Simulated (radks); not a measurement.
All-electron atom: C4- in [Ne]. Calculated with a radial shooting solver on a logarithmic mesh with Libxc functionals: non-relativistic Kohn-Sham, LDA (Slater exchange, VWN5 correlation), spin-polarised, spherical densities, point nucleus; Watson sphere of charge +4 and radius 2.05 bohr.

Radial electron density D(r) = 4 pi r^2 rho(r):

```
   r/bohr * D(r) (the largest magnitude, 6.11, reaches the edge; | marks zero)
  0.01434 | *
  0.01779 |   *
  0.02208 |    *
  0.02741 |       *
  0.03401 |          *
  0.04188 |              *
  0.05198 |                   *
  0.06451 |                          *
  0.08006 |                                  *
  0.09936 |                                          *
   0.1233 |                                                 *
   0.1531 |                                                     *
   0.1884 |                                                      *
   0.2339 |                                                  *
   0.2903 |                                         *
   0.3602 |                               *
   0.4471 |                      *
   0.5549 |                 *
   0.6887 |                  *
   0.8479 |                      *
    1.052 |                            *
    1.306 |                                *
    1.621 |                                 *
    2.012 |                             *
    2.497 |                   *
    3.099 |          *
    3.815 |   *
    4.735 |*
    5.877 *
    7.294 *
```

D(r) has 2 maxima, at r = 0.175, 1.53 bohr, and minima at 0.601 bohr, inside which lie 2.17 electrons.
